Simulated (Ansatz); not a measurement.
`F[SiH2]/C=C/[SiH3]` + H₂ → `[SiH3]/C=C/[SiH3]` + H–F at 600 K and 1 bar (hydrogenolysis of the Si–F bond).

Gas-phase electronic energies from Ansatz, PBE0-D4/def2-TZVP geometries. CBS: MP2 limit from def2 TZ/QZ plus the TZ coupled-cluster correction, frozen cores. This one scheme is used for every species. Double bonds are as drawn, so ΔE can hold a change between cis and trans. Each species was taken in one conformer, which may not be the lowest.

```json
{"species": "`F[SiH2]/C=C/[SiH3]`", "CCSD(T)/CBS energy (Eh)": "-758.30379", "H − E (kJ/mol)": "273.3", "S (J/(mol·K))": "469.0"}
{"species": "H₂", "CCSD(T)/CBS energy (Eh)": "-1.17544", "H − E (kJ/mol)": "43.9", "S (J/(mol·K))": "150.8"}
{"species": "`[SiH3]/C=C/[SiH3]`", "CCSD(T)/CBS energy (Eh)": "-659.04033", "H − E (kJ/mol)": "281.3", "S (J/(mol·K))": "438.6"}
{"species": "H–F", "CCSD(T)/CBS energy (Eh)": "-100.39570", "H − E (kJ/mol)": "42.3", "S (J/(mol·K))": "194.0"}
```

H − E and S are ideal-gas, rigid-rotor, harmonic terms from PBE0-D4/def2-TZVP, for one conformer and one mirror image of each species. For small species the MP2-based limit differs from directly extrapolated CCSD(T) by up to some mEh (0.8 for H₂); such offsets cancel only in part. 1 Eh = 2625.50 kJ/mol, R = 8.31446 J/(mol·K).

Task: By hand: ΔE, ΔH, ΔS and ΔG.

Result: ΔE = (-659.04033) + (-100.39570) − (-758.30379) − (-1.17544) = 0.04320 Eh = 113.4 kJ/mol. Δ(H − E) = 281.3 + 42.3 − 273.3 − 43.9 = 6.4, so ΔH = 119.8 kJ/mol. ΔS = 438.6 + 194.0 − 469.0 − 150.8 = 12.8 J/(mol·K). ΔG = 119.8 − 600 × (12.8)/1000 = 112.1 kJ/mol.

Task: By hand: the equilibrium constant, and the temperature at which ΔG would vanish if ΔH and ΔS stayed fixed.

Result: log₁₀ K = −ΔG/(RT ln 10) = -9.8. ΔG = 0 at ΔH/ΔS = 9359 K, far beyond where these terms or the molecules hold.

The number of gas molecules stays the same, so ΔS is small and ΔH decides. A doubt of 5 kJ/mol in ΔE shifts log₁₀ K by 0.4 here. Other conformers and mirror images would add mixing entropy, several J/(mol·K) or more a flexible species. These are equilibria of isolated gas molecules and say nothing of rates. Largest T1 diagnostic: 0.012 (customary marks: 0.02 for closed shells, 0.045 for open ones).
